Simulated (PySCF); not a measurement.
## Basis-set dependence of excited states

C2H5FGeSi.
Numbering: `[F:1][GeH2:2][C:3]#[C:4][SiH3:5]` (hydrogens: H6, H7 on Ge2; H8, H9, H10 on Si5)

Structure used (PBE0-D3(BJ)/def2-SVP), in Å, numbered top down from 1:
```
atom  x, y, z in Å
F1     3.225   -1.188   -0.166
Ge2    2.428    0.353   -0.024
C3     0.582    0.000    0.222
C4    -0.614   -0.207    0.379
Si5   -2.407   -0.537    0.614
H6     2.663    1.097   -1.342
H7     3.015    1.043    1.210
H8    -3.048   -0.746   -0.715
H9    -2.573   -1.757    1.454
H10   -3.032    0.634    1.295
```

TDDFT with PBE0 (PySCF), vertical singlets, core orbitals frozen in the response, spherical d and f functions. Geometry: PBE0-D3(BJ)/def2-SVP; no solvent, vibrations or thermal averaging. Relativistic effects, spin–orbit coupling among them, are left out although an element past zinc is present.

Problem. How do the low singlets change with the basis? Take 6-31G*, def2-SVP, def2-SVPD, aug-cc-pVDZ, def2-TZVP and def2-TZVPD.

Solution. 

```csv
basis,functions,diffuse,S1 (eV),S2 (eV),S3 (eV),S4 (eV),S5 (eV),LUMO (eV),α (au)
6-31G*,102,no,5.37,5.79,5.96,7.39,7.59,-0.95,66.9
def2-SVP,117,no,5.40,5.79,5.94,7.40,7.62,-1.11,71.1
def2-SVPD,165,yes,5.35,5.74,5.90,7.37,7.41,-1.29,82.2
aug-cc-pVDZ,177,yes,5.32,5.72,5.90,7.11,7.23,-1.28,83.3
def2-TZVP,208,no,5.33,5.71,5.86,7.39,7.47,-1.24,78.2
def2-TZVPD,256,yes,5.30,5.69,5.85,7.31,7.32,-1.31,83.2
```

States are compared by their number. Against the largest diffuse basis here (def2-TZVPD, itself not a converged limit), sets without diffuse functions differ by up to 0.09 eV in S1 and 0.29 eV in S5; the smaller diffuse sets differ by up to 0.04 and 0.09 eV. State by state, the largest deviation of a set without diffuse functions is S1 0.09, S2 0.10, S3 0.11, S4 0.09, S5 0.29 eV. The same number needn't mean the same state in each row. Against def2-TZVPD the polarisability deviates by -20% in 6-31G*, -15% in def2-SVP, -1% in def2-SVPD, 0% in aug-cc-pVDZ, -6% in def2-TZVP.
